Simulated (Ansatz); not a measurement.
Level of theory: r2SCAN-D4/def2-TZVP (Ansatz, a first-principles code). No frequencies were computed at this level.

Ansatz 0.2 input:
```yaml
crystal:
  periodic: [false, false, false]
  atoms:
    - { symbol: Br, position_ang: [-2.129198, -0.290841, 0.000008] }
    - { symbol: Al, position_ang: [-0.001013, 0.574203, -0.000001] }
    - { symbol: Br, position_ang: [2.130212, -0.283363, -0.000007] }
basis:
  gaussian: { orbitals: def2-tzvp }
hamiltonian:
  xc: r2scan
  dispersion: d4
relax:
  max_steps: 150
magnetization:
  spin_polarized: true
  initial_magnetization: 1
```

Output:

```
Functional definition: r2SCAN
1011 factors; their error is unknown
mean field evaluation 1: about -146690.2405 eV, gradient 1.0e1 eV
mean field evaluation 2: about -146689.9770 eV, gradient 1.3e1 eV
mean field evaluation 4: about -146690.9471 eV, gradient 7.7e-1 eV
mean field evaluation 8: about -146690.8985 eV, gradient 1.6e-2 eV
mean field evaluation 16: about -146690.8985 eV, gradient 8.7e-5 eV
mean field -146690.89853606 eV, -5390.7910905379 hartree, gradient 8.7e-5 eV, S^2 0.754218; 0 other end points of the search recorded, 0 dependent functions left out
reference -146690.89854828 eV, -5390.7910909869 hartree; 42, 41 occupied and 91, 92 virtual orbitals, 1011 factors
relax step   1: F+E_penalty+E_count = -146690.91744133 eV  Δ(F+E_penalty+E_count) = +0.000e0 eV  max|allowed force component| = 3.793e-1 eV/Å  Δτ_max = 0.0000 Å  (33 SCF iters, accepted)
these checks for a lower state are left out or cut short: starts, cluster_reference, orbital_swaps, neighbouring_geometries, increment
1011 factors; their error is unknown
mean field -146690.99145314 eV, -5390.7945051779 hartree, gradient 7.8e-6 eV, S^2 0.753806; 0 other end points of the search recorded, 0 dependent functions left out
reference -146690.99146524 eV, -5390.7945056222 hartree; 42, 41 occupied and 91, 92 virtual orbitals, 1011 factors
relax step   2: F+E_penalty+E_count = -146691.01072384 eV  Δ(F+E_penalty+E_count) = -9.328e-2 eV  max|allowed force component| = 2.506e-1 eV/Å  Δτ_max = 0.1324 Å  (34 SCF iters, accepted)
these checks for a lower state are left out or cut short: starts, cluster_reference, orbital_swaps, neighbouring_geometries, increment
1011 factors; their error is unknown
mean field evaluation 32: about -146691.0068 eV, gradient 1.2e-5 eV
mean field -146691.00677357 eV, -5390.7950681931 hartree, gradient 1.2e-5 eV, S^2 0.753564; 0 other end points of the search recorded, 0 dependent functions left out
reference -146691.00678559 eV, -5390.7950686350 hartree; 42, 41 occupied and 91, 92 virtual orbitals, 1011 factors
relax step   3: F+E_penalty+E_count = -146691.02629699 eV  Δ(F+E_penalty+E_count) = -1.557e-2 eV  max|allowed force component| = 4.292e-2 eV/Å  Δτ_max = 0.0913 Å  (33 SCF iters, accepted)
these checks for a lower state are left out or cut short: starts, cluster_reference, orbital_swaps, neighbouring_geometries, increment
1011 factors; their error is unknown
mean field -146691.00759738 eV, -5390.7950984677 hartree, gradient 1.2e-5 eV, S^2 0.753590; 0 other end points of the search recorded, 0 dependent functions left out
reference -146691.00760941 eV, -5390.7950989098 hartree; 42, 41 occupied and 91, 92 virtual orbitals, 1011 factors
relax step   4: F+E_penalty+E_count = -146691.02708017 eV  Δ(F+E_penalty+E_count) = -7.832e-4 eV  max|allowed force component| = 4.994e-3 eV/Å  Δτ_max = 0.0159 Å  (35 SCF iters, accepted)
1011 factors; their error is unknown
mean field -146691.00759738 eV, -5390.7950984677 hartree, gradient 1.4e-5 eV, S^2 0.753590; 1 other end points of the search recorded, 0 dependent functions left out
reference -146691.00760941 eV, -5390.7950989098 hartree; 42, 41 occupied and 91, 92 virtual orbitals, 1011 factors
Total energy: -146691.02709220 eV, -5390.7958148888 hartree
Atom 0 at    -1.955570    -0.385637     0.000008 Å, force    -0.004986    -0.002292     0.000000 eV/Å
Atom 1 at    -0.001342     0.764402    -0.000001 Å, force    -0.000008     0.004566    -0.000000 eV/Å
Atom 2 at     1.956913    -0.378766    -0.000006 Å, force     0.004994    -0.002274    -0.000000 eV/Å
Dipole moment:    -0.000477     0.271409    -0.000000 e Å
```

Cost: about 60 core-seconds (a rough figure).
